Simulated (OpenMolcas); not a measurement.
Pt6+ among 6 point charges of -1.7 e arranged as a trigonal prism (D3h), 2.12 Å from the ion, with a polar angle of 53.5° against the regular 49.1°.
```
   1.7046    0.0000    1.2605  -1.70
  -0.8523    1.4762    1.2605  -1.70
  -0.8523   -1.4762    1.2605  -1.70
   1.7046    0.0000   -1.2605  -1.70
  -0.8523    1.4762   -1.2605  -1.70
  -0.8523   -1.4762   -1.2605  -1.70
```

```json
{
 "Program": "OpenMolcas 26.06",
 "Method": "SS-CASPT2, IPEA 0.25 Eh, imaginary shift 0.1 Eh (closed shells correlated: 4f 5s 5p)",
 "Basis": "ANO-RCC-VDZP [7s6p4d2f]",
 "Scalar Hamiltonian": "DKH2, point nucleus",
 "Active space": "4 electrons in 5 orbitals (5d)",
 "State averaging": "2S+1 = 5 even, 5 roots; 2S+1 = 3 even, 45 roots; 2S+1 = 1 even, 50 roots",
 "Spin-orbit coupling": "RASSI with atomic mean-field integrals over the reference wave functions"
}
```

**Question.** What is the spin-free ground state (labels of D3, the rotations of D3h)?

**Answer.** 5E, 2-fold in its orbital part, 100 % from free-ion D terms; it has the highest spin that d4 allows.

**Question.** Where is the first state of the same spin?

**Answer.** 5E at 2270 cm-1 above the ground state.

**Question.** What are the lowest two levels with spin-orbit coupling?

**Answer.** A 1-fold level A1, then a 2-fold level E 7870 cm-1 above it. Their leading multiplicities are 5 (56 %) and 5 (81 %).

**Question.** What is χT at 300 K?

**Answer.** 0.03 cm3 K/mol.

Roots that are degenerate in the reference are averaged as groups; the widest CASPT2 spread within a group is 140 cm-1 (the 2-fold group of multiplicity 5 near 2270 cm-1 above the lowest state of its run). Shifts and gaps below about the spread of the groups concerned are not significant. Spin-orbit coupling mixes the spin-free states strongly: the lowest level takes only 26 % from its leading state, 5E. Point charges give a weaker field than real ligands, and real ions of this kind are as a rule low spin; the high spin found here belongs to the model. The ground term spreads over less than 5000 cm-1, several times less than with real ligands, so orbital moments are less quenched and χT lies further from the spin-only value than at real sites. Free-ion shares, where given, are those of the reference states; single-state CASPT2 does not remix them. This is an electrostatic model: the charges have no orbitals. No measured value stands beside these numbers.
